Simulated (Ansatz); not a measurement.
System: SnH4, charge 0, singlet. SnH4 (SMILES [SnH4]).
B3LYP-D3(BJ)/def2-TZVP minimum from Ansatz (an electronic-structure program):
```xyz
5

Sn     0.0000     0.0000     0.0000
H     -1.1293     1.1610    -0.5438
H      0.2699    -1.1525    -1.2320
H     -0.6131    -0.7839     1.3888
H      1.4724     0.7754     0.3870
```

Total energies in hartree (Ansatz). Radicals and triplets start from unrestricted determinants; spin-orbit coupling is neglected. Cores are frozen in correlated methods (noble-gas shells, and filled d and f shells in the p block). Past Kr the def2 sets carry scalar-relativistic core potentials. Where a partner has so few electrons that a lower coupled-cluster level is exact, that level stands in. Spin-orbit terms, left out, reach several kcal/mol for Br and I, and more for heavier atoms.

```csv
species,HF/def2-TZVPP,CCSD(T)/def2-TZVPP,HF/def2-QZVPP,CCSD(T)/def2-QZVPP,CCSDT(Q)/def2-QZVPP
1: SnH4 (SMILES [SnH4]),-215.64433,-215.80431,-215.64638,-215.81349,-215.81425
2: Sn (triplet),-213.33992,-213.39742,-213.34066,-213.40091,-213.40140
3: H (doublet),-0.49981,-0.49981,-0.49998,-0.49998,-0.49998
```

### Question
Work out the atomisation energy (electronic, to ground-state atoms) in kcal/mol: take Hartree-Fock from def2-QZVPP, extrapolate the CCSD(T) correlation energy as X^-3 (X = 3, 4), and add CCSDT(Q) - CCSD(T) in def2-QZVPP. 1 hartree = 627.51 kcal/mol.

### Answer

Species 1: correlation (64·(-0.16711) - 27·(-0.15998))/37 = -0.17231; step -0.00076; E1 = -215.64638 + (-0.17231) + (-0.00076) = -215.81945
Species 2: correlation (64·(-0.06025) - 27·(-0.05750))/37 = -0.06226; step -0.00049; E2 = -213.34066 + (-0.06226) + (-0.00049) = -213.40341
Species 3: correlation (64·(0.00000) - 27·(0.00000))/37 = 0.00000; step +0.00000; E3 = -0.49998 + (0.00000) + (+0.00000) = -0.49998
-1·E1 +1·E2 +4·E3 = 0.41612 hartree = 261.1 kcal/mol.
